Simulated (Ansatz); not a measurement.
Reaction (ligand exchange at the Si–C bond): `NC([SiH3])S[SiH3]` + `[OH][Sc]([F])[F]` → `[F][Sc]([F])[O][SiH3]` + `NCS[SiH3]`

Program: Ansatz. Geometries: PBE0-D4/def2-TZVP. ΔE: electronic, gas phase. CBS: MP2 limit from def2 TZ/QZ plus the TZ coupled-cluster correction, frozen cores. DFT in def2-TZVPP. B3LYP here is the variant with VWN-RPA as its local correlation; programs differ in this. For Sc outer-core shells are correlated without core-valence functions, which leaves a few kJ/mol of doubt a bond. Scalar relativity is left out up to krypton. Each species was taken in one conformer, which may not be the lowest.

Task: Is it downhill or uphill in electronic energy at CCSD(T)/CBS, and by how much? (Best estimate.)

Result: The calculation gave: Downhill: ΔE = -111.3 kJ/mol.

Task: What do these levels give: PBE-D4, r2SCAN-D4, B3LYP-D4, B2PLYP, r2SCAN, B3LYP, CCSD(T)/def2-TZVPP, HF/def2-QZVPP, SCS-MP2/def2-QZVPP, HF/CBS(def2), MP2/CBS(def2), CCSD/CBS(def2)? (Estimate.)

Result: Ansatz gave: PBE-D4 -89.5, r2SCAN-D4 -104.6, B3LYP-D4 -105.5, B2PLYP -115.1, r2SCAN -106.5, B3LYP -116.5, CCSD(T)/def2-TZVPP -110.4, HF/def2-QZVPP -146.2, SCS-MP2/def2-QZVPP -118.1, HF/CBS(def2) -146.6, MP2/CBS(def2) -109.8, CCSD/CBS(def2) -116.8 kJ/mol.

Largest T1 diagnostic among the species: 0.017.

The D4 term adds +11.1 kJ/mol with B3LYP and +6.1 kJ/mol with PBE0; it sums over pairs of atoms, weighted by their polarisabilities, and B3LYP, whose exchange is more repulsive, gets the larger term. In def2-TZVPP, CCSD(T) changes the Hartree–Fock value by +32.8 kJ/mol (the triples alone add +5.6 kJ/mol) and MP2 by +34.2 kJ/mol. From PBE to PBE0 (25 % exact exchange), in def2-TZVPP and without D4, ΔE moves by −8.2 kJ/mol.
